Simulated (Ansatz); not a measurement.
Mulliken charges of AlFGeH5N, SMILES `[NH2][AlH][GeH2][F]` from PBE/def2-TZVPP in Ansatz (PBE0-D4/def2-TZVP geometry).

```
atom   x (Å)   y (Å)   z (Å)  charge (e)
  N1  -0.589   1.184  -1.381      -0.383
 Al2   0.782   0.680  -0.399       0.356
 Ge3   0.192  -1.145   1.182       0.278
  F4  -1.518  -1.442   0.860      -0.370
  H5  -1.504   0.768  -1.298       0.161
  H6  -0.589   1.903  -2.087       0.144
  H7   2.200   1.362  -0.566      -0.113
  H8   0.249  -0.835   2.695      -0.036
  H9   0.864  -2.522   0.978      -0.036
```

Problem. By hand: the dipole of these point charges (1 e Å = 4.8032 D).

Solution. Σ q r = (0.503, 0.368, -0.181) e Å, of length 0.649 e Å = 3.12 D.

Problem. How does the dipole of the full density compare? (Estimate.)

Solution. Computed: (0.216, 0.308, -0.225) e Å, 2.11 D; the point charges give 1.48 times that, at 23° from its direction.

Point charges leave out the atoms' own dipoles, such as those of lone pairs, and Mulliken's split depends on the basis, so the two needn't agree.
